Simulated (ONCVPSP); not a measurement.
## Potentials for Si (Z = 14) compared

Generated with ld1.x 7.5 (TM, RRKJ, ultrasoft, PAW), atompaw 4.2 or ONCVPSP 4.0.1. The cutoff is in Ry: for ld1.x and atompaw files where the sum of valence levels is converged to 10 mRy in a Bessel basis, for ONCV files where the hardest occupied wave has 1 mHa per electron of residual kinetic energy. The error is the largest all-electron minus pseudo excitation energy over each file’s own four to seven test configurations (ionisations up to +4, promotions, holes and added fractions of an electron), all of which were solved. The labels leave out finer settings (local radius, basis sizes, second energies), which also bear on the numbers. Spin-polarised tests are not counted. The rows are a selection from randomly drawn settings: files with unsolved tests, undetermined cutoffs or missed reference levels are left out.

| potential | cutoff (Ry) | largest error (meV) | bound ghosts |
| --- | --- | --- | --- |
| ONCV, PBEsol, fully relativistic, rc 1.60/2.35 (sp), local smoothed, core correction yes, reference 3s2 3p1.5, qcut 4.7/3.6, projectors 2/1 | 16 | +7.6 | none |
| ONCV, PBEsol, scalar-relativistic, rc 1.10/1.10/1.10 (spd), local d, core correction yes, reference 2s2 2p6 3s1.75 3p2.25, qcut 11/14.4/10.3, projectors 3/2/0 | 151 | +3.4 | none |
| ONCV, PBEsol, scalar-relativistic, rc 1.75/2.10/1.65 (spd), local smoothed, core correction yes, reference 3s1 3p3, qcut 4.5/4.5/6.2, projectors 2/2/2 | 16 | +4.2 | none |
| ONCV, PBE, scalar-relativistic, rc 0.85/0.85 (sp), local smoothed, core correction no, reference 2s2 2p6 3s1.5 3p2.5, qcut 18.3/19.6, projectors 2/3 | 252 | -158 | none |

**Question.** Fill in the row for Si: ONCV, PBEsol, scalar-relativistic, rc 1.70/1.65/1.80 (spd), local smoothed, core correction yes, reference 3s2 3p2, qcut 3.2/5.6/5.2, projectors 2/1/2.

**Answer.** cutoff 30 Ry, largest error +17 meV, bound ghosts: none.

**Question.** Fill in the row for Si: ONCV, LDA (Perdew-Wang 92), scalar-relativistic, rc 1.95/2.20 (sp), local smoothed, core correction no, reference 3s1 3p3, qcut 2.6/4.3, projectors 2/2.

**Answer.** cutoff 50 Ry, largest error +32 meV, bound ghosts: none.
